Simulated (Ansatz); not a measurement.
`C[C]1=[CH][GeH2]1`, relaxed with RKS PBE-D4/def2-SVP in Ansatz from a rough embedded geometry. The force threshold is 0.03 eV/Å; the program also tests the step.

Total charge 0; spin multiplicity 1.

Start:

```xyz
10

C     0.210   -1.491    0.043
C    -0.147   -0.110    0.109
C    -1.065    0.869    0.648
Ge    0.337    1.631   -0.376
H     1.113   -1.679   -0.601
H    -0.628   -2.119   -0.442
H     0.434   -1.927    1.032
H    -1.882    1.124    1.251
H     0.021    1.729   -1.951
H     1.608    1.974    0.286
```

Problem. By how much does the energy fall, and how many steps does the optimiser take? (Estimate.)

Solution. Ansatz gave: 0.94 eV, in 18 steps, 2 of them rejected.

Problem. Which bonds change most? (Estimate.)

Solution. Ansatz gave: C2–C3 from 1.446 to 1.340 Å; Ge4–H10 from 1.474 to 1.546 Å; C2–Ge4 from 1.870 to 1.941 Å; Ge4–H9 from 1.610 to 1.546 Å.

Problem. Give the relaxed structure. (Best estimate.)

Solution. The calculation gave: 
```xyz
10

C     0.113   -1.609    0.078
C    -0.071   -0.135    0.096
C    -0.767    0.806    0.750
Ge    0.346    1.633   -0.590
H     1.175   -1.876    0.257
H    -0.150   -2.025   -0.917
H    -0.512   -2.112    0.847
H    -1.507    0.844    1.567
H    -0.280    2.127   -1.915
H     1.652    2.347   -0.173
```
